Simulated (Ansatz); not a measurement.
The cluster In₄As₄⁻. Charge -1, multiplicity 2. Geometry PBE-D4/def2-SVP; atoms count from 1.

Cartesian coordinates in Å:
```
In -1.2360 -1.9848 -0.8384
In 1.4049 0.2273 -0.3361
In 1.0602 0.3695 3.0001
In -1.3271 1.1702 -2.1009
As 0.6987 -1.1911 -2.4127
As 3.2030 0.6303 1.4208
As -2.8497 -0.2066 0.2406
As -0.9538 0.9852 1.0267
```

In the def2 sets In takes a core potential; there is no spin–orbit coupling. Another isomer (doublet) lies 0.87 eV lower at PBE0-D4/def2-SVP; other spin states weren't run for this one.

(1) Estimate the Mulliken populations from the PBE0/def2-SVP orbitals of Ansatz.

(2) Where does the spin sit?

(3) And the Mayer bond orders between bonded heavy atoms (over 0.3)?

## Answers

(1) 
```tsv
atom	charge (e)	spin (α − β)
In1	0.06	0.02
In2	0.10	-0.03
In3	0.06	0.33
In4	0.05	0.06
As5	-0.36	0.07
As6	-0.35	0.44
As7	-0.23	-0.02
As8	-0.33	0.13
```
Mulliken values and Mayer orders depend strongly on the basis.

(2) Summed by element: In 0.38, As 0.62, of 1 unpaired in all. Largest on single atoms: As6 0.44, In3 0.33, As8 0.13.

(3) In1–As5 1.02 (2.62 Å); In1–As7 0.96 (2.63 Å); In2–As5 0.92 (2.61 Å); In2–As6 1.25 (2.55 Å); In2–As8 0.58 (2.83 Å); In3–As6 1.12 (2.67 Å); In3–As8 0.56 (2.89 Å); In4–As5 0.53 (3.13 Å); In4–As7 0.46 (3.11 Å); As7–As8 1.12 (2.37 Å).
